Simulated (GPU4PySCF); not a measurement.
A structure optimised at PBE-D3(BJ)/def2-TZVP, used in a GPU4PySCF frequency run:

```
C
H 1 1.1021
H 1 1.1034 2 106.00
C 1 1.5315 2 109.32 3 118.25
H 4 1.1034 1 108.74 2 -51.09
H 4 1.1049 5 105.94 1 -117.37
C 4 1.5299 5 108.68 6 -117.27
H 7 1.1034 4 110.10 5 176.57
H 7 1.1052 8 105.97 4 -117.93
C 7 1.5292 8 108.81 9 -117.38
H 10 1.1036 7 109.11 8 179.47
H 10 1.1036 11 105.91 7 -117.30
C 10 1.5277 11 109.68 12 -118.24
H 13 1.0995 10 111.67 11 57.84
H 13 1.1008 14 107.68 10 122.22
H 13 1.1009 14 107.67 15 115.56
C 1 1.5381 2 108.65 3 -116.77
H 17 1.1001 1 109.95 2 176.44
H 17 1.1042 18 106.44 1 -117.61
C 17 1.5030 18 109.19 19 -118.11
C 20 1.3783 17 124.55 18 -15.77
H 21 1.0870 20 127.67 17 1.75
C 20 1.4300 21 111.22 22 -179.94
C 23 1.3733 20 113.29 21 0.08
H 24 1.0862 23 128.52 20 179.50
H 23 1.0902 24 123.13 25 -0.12
S 24 1.7202 25 120.14 23 179.55
```
Charge 0, spin multiplicity 1.

Q: Write its SMILES and formula.

A: CCCCCCc1ccsc1, C10H16S

Q: What are its rotational constants (standard atomic weights)?

A: 3.0521, 0.28461, 0.26776 GHz
